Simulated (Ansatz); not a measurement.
System: C3H9Si, charge 0, multiplicity 2. It need not be the lowest isomer of its formula. 
Geometry from a B3LYP-D3(BJ)/def2-TZVP (Ansatz, a program for electronic structure) optimisation:
```
Si
C 1 1.8861
H 2 1.0914 1 111.41
H 2 1.0914 3 108.02 1 122.68
H 2 1.0958 3 107.84 4 116.31
C 1 1.8861 2 110.08 3 -58.88
H 6 1.0914 1 111.41 2 179.60
H 6 1.0914 7 108.02 1 122.68
H 6 1.0958 7 107.84 8 116.31
C 1 1.8861 2 110.08 3 179.60
H 10 1.0914 1 111.41 2 -179.60
H 10 1.0914 11 108.02 1 -122.68
H 10 1.0958 11 107.84 12 -116.31
```
Charge 0, spin multiplicity 2.

Parts of the frozen-core correlation energy in 6-31G* (Ansatz, hartree). Frozen orbitals: 8; correlated occupied orbitals by spin: 13 and 12; virtual: 61 and 62. Open shells are spin-unrestricted. No spin-orbit coupling. Non-relativistic.

```tsv
term	value
reference (HF)	-407.74284
MP2 opposite-spin	[?]
MP2 same-spin	-0.10441
CCSD correlation	[?]
(T)	[?]
T1 diagnostic	0.010
largest doubles amplitude	0.020
<S^2> of the reference	0.753
```

**Question.** What belongs in the gaps?

**Answer.** 
- MP2 opposite-spin, value: -0.35945
- CCSD correlation, value: -0.52049
- (T), value: -0.01400
